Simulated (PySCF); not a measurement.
Two-component Hartree-Fock for Pt⁶¹⁺ (platinum, charge +61)

Start: [Ne] 3s2 3p5; 3p1/2 filled at m_j = -1/2, +1/2; 3p3/2 filled at m_j = -1/2, +1/2, +3/2. Calculated with PySCF 2.14 in an uncontracted even-tempered set (18 s from 19 bohr⁻², ratio 2.4; 14 p from 25 bohr⁻², ratio 2.4; 4 d from 90 bohr⁻², ratio 2.6; 4 f from 140 bohr⁻², ratio 2.6): generalised Hartree-Fock with the X2C-1e Hamiltonian and a Gaussian nucleus; one run each with spin-orbit coupling (SO) switched off, then screened by Boettger's factors.

```
spinor shell  electrons  ε, spin-free (eV)  ε, screened SO (eV)  weight of nominal j (screened SO)  rms radius, screened SO (bohr)
       1s1/2          2           -83634.5             -83602.9                              1.000                          0.0194
       2s1/2          2           -18630.2             -18619.3                              1.000                          0.0773
       2p1/2          2           -16792.4             -18059.3                              1.000                          0.0654
       3s1/2          2            -7336.9              -7333.1                              1.000                           0.187
       3p1/2          2            -6787.8              -7112.9                              1.000                           0.177
       3p3/2          3            -6787.8              -6655.2                              1.000                           0.190
```

(1) Where does 2p3/2 lie, and what is the 2p spin-orbit splitting (screened SO)?

```
   quantity     spin-free   screened SO
E (hartree)  -14313.66312  -14344.63131
        M_J           3/2           3/2
       ⟨J²⟩         3.750         3.750
       ⟨L²⟩         2.000         2.058
       ⟨S²⟩         0.750         0.808
```

Each row is a mean over spinors that exchange with the open shell spreads, by up to 30.121 eV (3s1/2).

Breit and QED terms are absent; they matter most for the inner s and p1/2 levels.

Densities and radii are taken from the X2C orbitals without a picture-change correction, which distorts them close to the nucleus.

Without spin-orbit coupling the j labels of p, d and f shells carry no meaning; the spin-free column gives the mean over the occupied spinors of each nl shell.

Results:

(1) At -16288.2 eV, 1771.1 eV above 2p1/2.
